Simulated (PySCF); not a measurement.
Radial density of Cl²⁺ (chlorine, charge +2)

UHF, [Ne] 3s1 3p4, high-spin 4P determinant (an excited configuration). Calculation: PySCF 2.14, in x2c-TZVPPall with one added diffuse shell each of s, p, d type (6s6p4d1f, 51 functions); the spin-free X2C one-electron Hamiltonian (Gaussian nucleus).

| r (bohr) | 4πr²ρ (e/bohr) | 4πr²(ρα − ρβ) |
| --- | --- | --- |
| 0.00155 | 0.1095 | 0.0004 |
| 0.00261 | 0.2930 | 0.0012 |
| 0.00439 | 0.7486 | 0.0030 |
| 0.00739 | 1.857 | 0.0074 |
| 0.0124 | 4.316 | 0.0172 |
| 0.0209 | 8.988 | 0.0356 |
| 0.0352 | 15.47 | 0.0612 |
| 0.0592 | 19.62 | 0.0823 |
| 0.0995 | 16.37 | 0.1213 |
| 0.167 | 13.51 | 0.3362 |
| 0.282 | 18.99 | 0.5567 |
| 0.474 | 13.54 | 0.0420 |
| 0.797 | 3.710 | 0.8448 |
| 1.34 | 3.808 | 2.3900 |
| 2.25 | 1.338 | 0.7162 |
| 3.79 | 0.04906 | 0.0112 |
| 6.38 | 1.139e-05 | 0.0000 |

Densities and radii are taken from the X2C orbitals without a picture-change correction, which distorts them close to the nucleus.
